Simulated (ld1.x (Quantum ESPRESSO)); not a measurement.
# u(r) = r·R(r): atom against pseudo-atom (lithium)

Columns: radius, all-electron u(r) and pseudo u(r) of the 2p shell (level -3.33 eV) of lithium in the configuration 1s2 2s0.5 2p0; BLYP, scalar-relativistic, TM scheme, ld1.x (Quantum ESPRESSO) 7.5.

| r (bohr) | all-electron | pseudo |
| --- | --- | --- |
| 0.210 | 0.0222 | 0.0092 |
| 0.420 | 0.0687 | 0.0361 |
| 0.630 | 0.1237 | 0.0783 |
| 0.840 | 0.1800 | 0.1319 |
| 1.050 | 0.2341 | 0.1923 |
| 1.260 | 0.2842 | 0.2544 |
| 1.470 | 0.3289 | 0.3134 |
| 1.680 | 0.3673 | 0.3654 |
| 1.890 | 0.3991 | 0.4081 |
| 2.100 | 0.4251 | 0.4403 |
| 2.310 | 0.4458 | 0.4627 |
| 2.520 | 0.4616 | 0.4765 |
| 2.730 | 0.4724 | 0.4836 |
| 2.940 | 0.4786 | 0.4858 |
| 3.150 | 0.4806 | 0.4844 |
| 3.360 | 0.4789 | 0.4805 |
| 3.570 | 0.4740 | 0.4744 |
| 3.780 | 0.4662 | 0.4663 |
| 3.990 | 0.4560 | 0.4560 |
| 4.200 | 0.4438 | 0.4438 |
| 4.410 | 0.4301 | 0.4301 |
| 4.620 | 0.4150 | 0.4150 |
| 4.830 | 0.3990 | 0.3990 |
| 5.040 | 0.3822 | 0.3822 |
| 5.250 | 0.3650 | 0.3650 |
| 5.460 | 0.3476 | 0.3476 |

Q: How many radial nodes do the two functions have?

A: The all-electron 2p function has n − l − 1 = 0; the pseudo-wave has 0.

Q: At about which radius was the pseudo-wave matched?

A: 4.20 bohr. The columns agree to 0.0005 from 3.57 bohr on; several derivatives are matched, so the curves merge somewhat inside the radius.

Q: Where does each function peak?

A: Outermost all-electron maximum near 3.15 bohr, pseudo maximum near 2.94 bohr (to the table’s step).

Q: Is the pseudo-wave norm-conserving?

A: Yes: the TM scheme keeps the norm inside the radius equal to the all-electron one, which fixes the energy derivative of the logarithmic derivative at the level.
